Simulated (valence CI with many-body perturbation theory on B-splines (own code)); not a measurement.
## Valence orbitals of In XLIV

Method: valence CI with perturbative core correlation (CI+MBPT): four valence electrons over a frozen Dirac-Fock core [He], radial functions for each j: 11 s, 11 p, 9 d, 7 f, 5 g, 2 h, 1 i, with the one-electron correlation potential Σ1, the two-electron term Σ2, the three-electron term Σ3, Breit, model QED; selected CI, second order for the rest (own B-spline code, finite nucleus).

No measured spectrum was set against this ion. As an estimate, large intervals hold to a few tenths of a per cent, small ones and those within an open d or f shell to about a per cent. Among the levels kept, up to 260 cm⁻¹ of a level comes from second order outside the variational space, and about a tenth of that is noise between levels of different J, which matters for small intervals.

These are the spectroscopic orbitals of the CI (the correlating ones are not listed), shaped by the core and the other valence electrons. h is the expectation value of the core's Dirac-Fock operator, without the valence repulsion; Σ1 is computed up to l = 3 at one energy for each symmetry, that of its lowest orbital but kept below the first core excitation, so for empty shells it is not the orbital's own correlation shift; Breit and QED include the response of the core.

| Orbital | h (hartree) | Σ1 (cm⁻¹) | Breit (cm⁻¹) | QED (cm⁻¹) | ⟨r⟩ (bohr) |
| --- | --- | --- | --- | --- | --- |
| 2s1/2 | -292.46 | -1325 | 31953 | 33878 | 0.1222 |
| 3s1/2 | -128 | -320 | 8851 | 9714 | 0.2835 |
| 4s1/2 | -71.289 | -124 | 3534 | 3964 | 0.5141 |
| 5s1/2 | -45.333 | -61.3 | 1770 | 1996 | 0.8122 |
| 2p1/2 | -288.55 | -3272 | 63503 | -699 | 0.1026 |
| 3p1/2 | -126.87 | -723 | 17077 | -263 | 0.2659 |
| 4p1/2 | -70.822 | -276 | 6850 | -113 | 0.4983 |
| 5p1/2 | -45.096 | -135 | 3429 | -57.8 | 0.7982 |
| 2p3/2 | -279.4 | -2640 | 25163 | 2857 | 0.1072 |
| 3p3/2 | -124.16 | -584 | 6764 | 743 | 0.2725 |
| 4p3/2 | -69.685 | -223 | 2969 | 299 | 0.5070 |
| 5p3/2 | -44.516 | -110 | 1491 | 150 | 0.8088 |
| 3d3/2 | -123.67 | -267 | 601 | -116 | 0.2315 |
| 4d3/2 | -69.479 | -113 | 328 | -39.0 | 0.4675 |
| 5d3/2 | -44.411 | -58.3 | 171 | -18.0 | 0.7711 |
| 3d5/2 | -122.86 | -247 | 196 | 259 | 0.2338 |
| 4d5/2 | -69.135 | -105 | 106 | 118 | 0.4703 |
| 5d5/2 | -44.235 | -53.8 | 52.8 | 61.9 | 0.7744 |
| 4f5/2 | -69.061 | -22.0 | 3.4 | -40.4 | 0.4057 |
| 5f5/2 | -44.201 | -12.4 | 2.8 | -20.1 | 0.7107 |
| 4f7/2 | -68.893 | -21.4 | 0.9 | 34.8 | 0.4072 |
| 5f7/2 | -44.115 | -12.0 | 0.8 | 18.6 | 0.7124 |
| 5g7/2 | -44.103 |  | 0.0 | -12.7 | 0.6226 |
| 5g9/2 | -44.052 |  | 0.0 | 10.2 | 0.6237 |

Among the shells of the start configuration 2s2 2p2, Σ1 is largest in size for 2p1/2, where it is 0.0052 % of h.

Lowest root of each symmetry, sizes in configuration state functions:

```tsv
J	Parity	Roots	Reference	Variational	Second order	Change by selected CI (cm⁻¹)	Change by second order (cm⁻¹)
0	even	12	38	22185	52428	-18681	0
1	even	20	83	40000	128595	-17331	-23
2	even	23	93	39995	241547	-19081	-92
3	even	12	63	40000	228777	-18780	-70
4	even	5	31	39997	108408	-14643	-7
5	even	2	11	21715	86862	-19322	-12
0	odd	8	37	18141	40700	-21726	-1
1	odd	20	94	39995	159030	-23390	-15
2	odd	19	100	40000	235565	-17185	-52
3	odd	9	70	39994	214846	-19284	-41
4	odd	3	36	30830	108523	-22087	-17
```
